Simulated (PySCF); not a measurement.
**Nuclear quadrupole coupling in `N#C[C@@H]1CC[C@H]2O[C@H]2C1`**

Species: C7H9NO.
SMILES with atom numbers: `[N:1]#[C:2][C@@H:3]1[CH2:4][CH2:5][C@H:6]2[O:7][C@H:8]2[CH2:9]1` (hydrogens: H10 on C3; H11, H12 on C4; H13, H14 on C5; H15 on C6; H16 on C8; H17, H18 on C9)

Cartesian coordinates in Å at the PBE0-D3(BJ)/def2-SVP level; atoms count from 1:
```xyz
18
C7H9NO angstrom
N     -1.8003    1.8867    1.4254
C     -1.4003    1.4649    0.4242
C     -0.8770    0.9075   -0.8257
C     -1.2220   -0.5857   -0.9305
C     -0.6314   -1.3700    0.2343
C      0.8339   -1.0841    0.4228
O      1.6375   -1.1300   -0.7381
C      1.4457    0.1342   -0.1285
C      0.6415    1.1345   -0.9274
H     -1.3734    1.4559   -1.6429
H     -0.8095   -0.9589   -1.8805
H     -2.3127   -0.7214   -0.9684
H     -1.1573   -1.1181    1.1705
H     -0.7717   -2.4514    0.0746
H      1.2941   -1.5330    1.3141
H      2.3416    0.5300    0.3676
H      0.8916    2.1580   -0.6125
H      0.9396    1.0420   -1.9838
```

Field gradients from the PBE0/pcSseg-1 density (PySCF, non-relativistic), principal values in atomic units, ordered |Vxx| ≤ |Vyy| ≤ |Vzz|:

| atom | Vxx | Vyy | Vzz |
| --- | --- | --- | --- |
| N1 | 0.4649 | 0.4725 | -0.9374 |
| O7 | 0.9338 | 1.2480 | -2.1818 |

Find the asymmetry η = (Vxx − Vyy)/Vzz and the couplings χ = eQV/h (234.96 MHz × Q in barn × V in au), with Q(14N) = 0.02044 b, Q(17O) = −0.0256 b.

| atom | environment | nucleus | η | χzz (MHz) | χxx (MHz) | χyy (MHz) |
| --- | --- | --- | --- | --- | --- | --- |
| N1 | nitrile nitrogen | 14N | 0.01 | -4.502 | 2.233 | 2.269 |
| O7 | epoxide oxygen | 17O | 0.14 | 13.12 | -5.62 | -7.51 |

The gradient is axial or nearly so (η below 0.05) at N1. The tensor is traceless: Vxx + Vyy + Vzz = 0.

What is Vzz at N1 in SI units (1 au = 9.71736 × 10²¹ V/m²)?

-0.9374 au = -9.109 × 10²¹ V/m².

And the gradient at the other heavy atoms, for which no coupling is worked out here?

| atom | environment | Vzz (au) | η |
| --- | --- | --- | --- |
| C2 | nitrile carbon | -0.412 | 0.01 |
| C3 | sp3 carbon next to a nitrile | 0.193 | 0.18 |
| C4 | ring CH2 carbon | 0.112 | 0.63 |
| C5 | ring CH2 carbon | -0.053 | 0.97 |
| C6 | sp3 carbon bound to oxygen | 0.337 | 0.23 |
| C8 | sp3 carbon bound to oxygen | 0.345 | 0.12 |
| C9 | ring CH2 carbon | 0.094 | 0.87 |

What couplings would deuterons (Q(2H) = 0.00286 b) have in place of the hydrogens, at this geometry?

| atom | bonded to | bond length (Å) | Vzz (au) | η | χzz (kHz) |
| --- | --- | --- | --- | --- | --- |
| H10 | C3 | 1.102 | 0.2804 | 0.03 | 188 |
| H11 | C4 | 1.101 | 0.2839 | 0.04 | 191 |
| H12 | C4 | 1.100 | 0.2879 | 0.03 | 193 |
| H13 | C5 | 1.103 | 0.2792 | 0.03 | 188 |
| H14 | C5 | 1.102 | 0.2856 | 0.03 | 192 |
| H15 | C6 | 1.099 | 0.2858 | 0.07 | 192 |
| H16 | C8 | 1.098 | 0.2873 | 0.08 | 193 |
| H17 | C9 | 1.100 | 0.2855 | 0.04 | 192 |
| H18 | C9 | 1.102 | 0.2837 | 0.04 | 191 |

Isolated species at its PBE0-D3(BJ)/def2-SVP geometry (one conformer only). The basis is small and wasn't made for field gradients, so the couplings can be 20 % off.

The run behind these numbers computed NMR shieldings as well. The run took 31 s wall on one thread of an Arm Neoverse V1 (shared host).
